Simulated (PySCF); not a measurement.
F$_{6}$Te, charge -1, doublet, at a GFN2-xTB geometry (a state made from the parent by changing its charge; the spin is typed, not shown lowest) (all electrons, no relativity) (in this run its highest filled SCF level lies above zero, so its values depend strongly on the basis, on diffuse functions most of all); PBE/STO-3G (PySCF).

Input for PySCF:
```python
from pyscf import gto, scf, dft

mol = gto.Mole()
mol.atom = '''
    F    -0.140929   -1.200828   -1.830938
    Te   -0.114108   -0.132515    0.024204
    F     1.768169   -0.159069   -0.422855
    F     0.684413   -1.276004    1.648508
    F    -0.129365    1.323913   -1.249419
    F     0.458168    1.270398    1.227478
    F    -1.981166    0.807230    0.487384
'''
mol.basis = 'sto-3g'
mol.charge = -1
mol.spin = 1
mol.verbose = 4
mol.build()

mf = dft.UKS(mol)
mf.xc = 'pbe'
mf.kernel()
```

Task: Predict the main parts of the log of this PySCF run.

Result: 
```
PySCF version 2.14.0

[INPUT] verbose = 4
[INPUT] num. atoms = 7
[INPUT] num. electrons = 107
[INPUT] charge = -1
[INPUT] spin (= nelec alpha-beta = 2S) = 1
[INPUT] symmetry False subgroup None
[INPUT] Mole.unit = angstrom
[INPUT] Symbol           X                Y                Z      unit          X                Y                Z       unit  Magmom
[INPUT]  1 F     -0.140929000000  -1.200828000000  -1.830938000000 AA   -0.266317213009  -2.269236042709  -3.459971371059 Bohr   0.0
[INPUT]  2 Te    -0.114108000000  -0.132515000000   0.024204000000 AA   -0.215632868622  -0.250417057397   0.045738931119 Bohr   0.0
[INPUT]  3 F      1.768169000000  -0.159069000000  -0.422855000000 AA    3.341355151946  -0.300596844908  -0.799080140403 Bohr   0.0
[INPUT]  4 F      0.684413000000  -1.276004000000   1.648508000000 AA    1.293353126092  -2.411298093850   3.115228634155 Bohr   0.0
[INPUT]  5 F     -0.129365000000   1.323913000000  -1.249419000000 AA   -0.244464420104   2.501832982751  -2.361059724828 Bohr   0.0
[INPUT]  6 F      0.458168000000   1.270398000000   1.227478000000 AA    0.865812039040   2.400704289195   2.319597243929 Bohr   0.0
[INPUT]  7 F     -1.981166000000   0.807230000000   0.487384000000 AA   -3.743861147300   1.525443619533   0.921022277495 Bohr   0.0

nuclear repulsion = 949.074620698282
number of shells = 29
number of NR pGTOs = 171
number of NR cGTOs = 57
basis = sto-3g
ecp = {}

******** <class 'pyscf.dft.uks.UKS'> ********
method = UKS
initial guess = minao
damping factor = 0
level_shift factor = 0
DIIS = <class 'pyscf.scf.diis.CDIIS'>
diis_start_cycle = 1
diis_space = 8
diis_damp = 0
SCF conv_tol = 1e-09
SCF conv_tol_grad = None
SCF max_cycles = 50
direct_scf = True
direct_scf_tol = 1e-13
number electrons alpha = 54  beta = 53
XC library pyscf.dft.libxc version 7.1.2
    S. Lehtola, C. Steigemann, M. J. T. Oliveira, and M. A. L. Marques,  SoftwareX 7, 1–5 (2018)
XC functionals = pbe
    J. P. Perdew, K. Burke, and M. Ernzerhof,  Phys. Rev. Lett. 77, 3865 (1996)
    J. P. Perdew, K. Burke, and M. Ernzerhof,  Phys. Rev. Lett. 78, 1396 (1997)
    J. P. Perdew, K. Burke, and M. Ernzerhof,  Phys. Rev. Lett. 77, 3865 (1996)
    J. P. Perdew, K. Burke, and M. Ernzerhof,  Phys. Rev. Lett. 78, 1396 (1997)
radial grids:
    Treutler-Ahlrichs [JCP 102, 346 (1995); DOI:10.1063/1.469408] (M4) radial grids

becke partition: Becke, JCP 88, 2547 (1988); DOI:10.1063/1.454033
pruning grids: <function nwchem_prune>
grids dens level: 3
symmetrized grids: False
atomic radii adjust function: <function treutler_atomic_radii_adjust>
small_rho_cutoff = 0
Set gradient conv threshold to 3.16228e-05
tot grids = 107536
init E= -7118.82162121184

cycle= 1 E= -7137.90097799238  delta_E= -19.1  |g|= 0.298  |ddm|= 2.49
cycle= 2 E= -7137.91658149537  delta_E= -0.0156  |g|= 0.256  |ddm|= 1.14
cycle= 3 E= -7137.98079130023  delta_E= -0.0642  |g|= 0.0767  |ddm|= 0.645
cycle= 4 E= -7137.98333283861  delta_E= -0.00254  |g|= 0.0577  |ddm|= 0.276
cycle= 5 E= -7137.98694165113  delta_E= -0.00361  |g|= 0.000926  |ddm|= 0.125
cycle= 6 E= -7137.98694309472  delta_E= -1.44e-06  |g|= 0.000202  |ddm|= 0.00348
cycle= 7 E= -7137.98694265555  delta_E= 4.39e-07  |g|= 0.00069  |ddm|= 0.00198
cycle= 8 E= -7137.98694317336  delta_E= -5.18e-07  |g|= 2.63e-05  |ddm|= 0.00152
cycle= 9 E= -7137.98694317443  delta_E= -1.08e-09  |g|= 7.81e-06  |ddm|= 0.000109
cycle= 10 E= -7137.98694317447  delta_E= -4e-11  |g|= 3.92e-06  |ddm|= 2.25e-05
Extra cycle  E= -7137.98694317442  delta_E= 5.28e-11  |g|= 1.06e-05  |ddm|= 2.93e-05
converged SCF energy = -7137.98694317442  <S^2> = 0.75708528  2S+1 = 2.0070728
```
